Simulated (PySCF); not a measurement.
A structure optimised at B3LYP-D3(BJ)/def2-SVP, used in a PySCF frequency run:

```xyz
8

Al     0.0116    -0.5254     0.0000
F      1.1272    -1.7416     0.0000
F     -1.5907    -0.9357     0.0000
O      0.5316     1.0633     0.0000
C      0.0188     2.3664     0.0000
H      0.3707     2.9154    -0.8910
H      0.3707     2.9154     0.8910
H     -1.0866     2.3906     0.0000
```
Charge 0, spin multiplicity 1.

Problem. Write its SMILES, formula and point group.

Solution. C[O][Al]([F])[F], CH3AlF2O, Cs

Problem. What are its rotational constants (standard atomic weights)?

Solution. 6.3321, 2.6569, 1.8940 GHz
